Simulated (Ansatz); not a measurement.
Level of theory: frozen-core CCSD(T)/cc-pVTZ // B3LYP-D3(BJ)/def2-TZVP run with Ansatz (a program for electronic structure).

Ansatz 0.2 input:
```yaml
crystal:
  periodic: [false, false, false]
  atoms:
    - { symbol: C, position_ang: [-1.902649, 0.014737, -0.075188] }
    - { symbol: N, position_ang: [-0.493046, 0.213155, -0.342851] }
    - { symbol: C, position_ang: [0.492334, -0.288855, 0.454544] }
    - { symbol: C, position_ang: [1.901119, 0.037653, -0.004737] }
    - { symbol: O, position_ang: [0.264417, -0.945879, 1.454614] }
    - { symbol: H, position_ang: [-2.412748, 0.966733, 0.088471] }
    - { symbol: H, position_ang: [-1.983532, -0.588259, 0.825751] }
    - { symbol: H, position_ang: [-2.39107, -0.510444, -0.898986] }
    - { symbol: H, position_ang: [-0.225564, 0.747672, -1.151278] }
    - { symbol: H, position_ang: [2.60719, -0.410995, 0.687944] }
    - { symbol: H, position_ang: [2.083497, -0.353324, -1.007955] }
    - { symbol: H, position_ang: [2.06005, 1.117808, -0.030331] }
basis:
  gaussian: { orbitals: cc-pVTZ }
correlation:
  method: ccsd_t
```

Output:

```
Functional definition: HF
1423 factors; integrals over basis functions are off by at most 1.0e-3 eV
mean field evaluation 1: about -6719.4072 eV, gradient 4.4e1 eV
mean field evaluation 2: about -6719.6667 eV, gradient 4.4e1 eV
mean field evaluation 4: about -6723.8194 eV, gradient 5.7e0 eV
mean field evaluation 8: about -6723.9155 eV, gradient 4.8e-1 eV
mean field evaluation 16: about -6723.9172 eV, gradient 2.3e-6 eV
mean field -6723.91723617 eV, -247.0994007944 hartree, gradient 2.3e-6 eV, S^2 0.000000; 0 other end points of the search recorded, 0 dependent functions left out
5 core orbitals not correlated
reference -6723.91723617 eV, -247.0994007944 hartree; 15, 15 occupied and 228, 228 virtual orbitals, 1423 factors
second order -25.84146360 eV of doubles, -0.00000000 eV of singles
cycle   1  -25.91252590 eV  change   -7.1e-2 eV  update   1.2e-1
cycle   2  -26.54435128 eV  change   -6.3e-1 eV  update   3.6e-2
cycle   3  -26.70826805 eV  change   -1.6e-1 eV  update   1.9e-2
cycle   4  -26.69531056 eV  change    1.3e-2 eV  update   5.0e-3
cycle   5  -26.69237031 eV  change    2.9e-3 eV  update   2.3e-3
cycle   6  -26.69331140 eV  change   -9.4e-4 eV  update   7.7e-4
cycle   7  -26.69290372 eV  change    4.1e-4 eV  update   2.5e-4
cycle   8  -26.69277834 eV  change    1.3e-4 eV  update   8.0e-5
cycle   9  -26.69280181 eV  change   -2.3e-5 eV  update   3.9e-5
cycle  10  -26.69281116 eV  change   -9.3e-6 eV  update   1.4e-5
perturbative correction -1.11926485 eV, -0.0411322247 hartree
Total energy: -6751.72931218 eV, -248.1214757361 hartree
```

Cost: very roughly 30 core-minutes.
